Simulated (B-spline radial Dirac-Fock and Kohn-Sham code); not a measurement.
# Relative photoemission cross sections at Ga Kα (9251.7 eV): 1s, H to Ni

Calculated with a radial B-spline solver, using the independent-particle Dirac-Slater model, thresholds from Dirac-Fock. Cross sections are relative to C 1s, computed as 0.05069 kb at this energy; β is from the dipole term. Free atoms in their tabulated ground configurations, whose changes along a row show as steps; without correlation, outer binding energies come out low.

```
 Z  element      σ 1s  β 1s  binding 1s (eV)
 1        H  0.000118  2.00            13.61
 2       He   0.00552  2.00            23.45
 4       Be     0.156  2.00            123.3
 5        B     0.438  2.00            200.8
 6        C      1.00  2.00            297.0
 7        N      1.98  2.00            411.9
 8        O      3.54  2.00            545.6
 9        F      5.86  2.00            698.0
10       Ne      9.13  2.00            869.3
12       Mg      19.4  2.00           1310.8
13       Al      26.7  2.00           1568.1
14       Si      35.9  2.00           1848.7
18       Ar      93.8  2.00           3205.8
20       Ca       138  2.00           4047.7
21       Sc       164  2.00           4500.0
22       Ti       193  2.00           4976.3
23        V       226  2.00           5476.7
25       Mn       299  2.00           6550.5
26       Fe       341  2.00           7124.2
27       Co       385  2.00           7722.5
28       Ni       433  2.00           8345.6
```
